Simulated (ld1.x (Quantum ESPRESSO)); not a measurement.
# u(r) = r·R(r): atom against pseudo-atom (H (Z = 1))

Columns: radius, all-electron u(r) and pseudo u(r) of the 1s shell (level -6.49 eV) of hydrogen in the configuration 1s1; PBE, non-relativistic, ultrasoft scheme, ld1.x (Quantum ESPRESSO) 7.5.

```tsv
r (bohr)	all-electron	pseudo
0.040	0.0738	0.0611
0.080	0.1417	0.1214
0.120	0.2040	0.1803
0.160	0.2611	0.2370
0.200	0.3133	0.2909
0.240	0.3610	0.3416
0.280	0.4043	0.3887
0.320	0.4436	0.4320
0.360	0.4792	0.4712
0.400	0.5112	0.5063
0.440	0.5400	0.5375
0.480	0.5658	0.5650
0.520	0.5887	0.5889
0.560	0.6090	0.6097
0.600	0.6269	0.6276
0.640	0.6424	0.6430
0.680	0.6558	0.6562
0.720	0.6673	0.6674
0.760	0.6770	0.6770
0.800	0.6849	0.6849
0.840	0.6913	0.6913
0.880	0.6962	0.6962
0.920	0.6999	0.6999
0.960	0.7022	0.7022
1.000	0.7035	0.7035
1.040	0.7036	0.7036
```

Task: How many radial nodes do the two functions have?

Result: The all-electron 1s function has n − l − 1 = 0; the pseudo-wave has 0.

Task: At about which radius was the pseudo-wave matched?

Result: 0.80 bohr. The columns agree to 0.0005 from 0.68 bohr on; several derivatives are matched, so the curves merge somewhat inside the radius.

Task: Is the pseudo-wave norm-conserving?

Result: No, it belongs to an ultrasoft set: the norm inside the radius is not constrained, and the difference is carried by the augmentation charge.
